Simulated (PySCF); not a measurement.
A calculated (B2PLYP, PySCF 2.14, dyall-av2z, the non-relativistic Hamiltonian (point nucleus)) atom or ion has these occupied shells.

```
shell  electrons  orbital energy (eV)  rms radius, mean of both spins (bohr)
 1s α          1             -10957.9                                 0.0554
 1s β          1             -10957.8                                 0.0554
 2s α          1              -1414.8                                  0.232
 2s β          1              -1414.6                                  0.232
 2p α          3              -1260.7                                  0.205
 2p β          3              -1260.7                                  0.205
 3s α          1              -214.27                                  0.680
 3s β          1              -213.84                                  0.680
 3p α          3              -162.15                                  0.705
 3p β          3              -161.95                                  0.705
 3d α          5              -71.663                                  0.805
 3d β          5              -71.472                                  0.805
 4s α          1              -42.655                                   2.01
```

Name the element and its charge.

Ge³⁺ (germanium, charge +3), in [Ar] 3d10 4s1, 2S determinant.
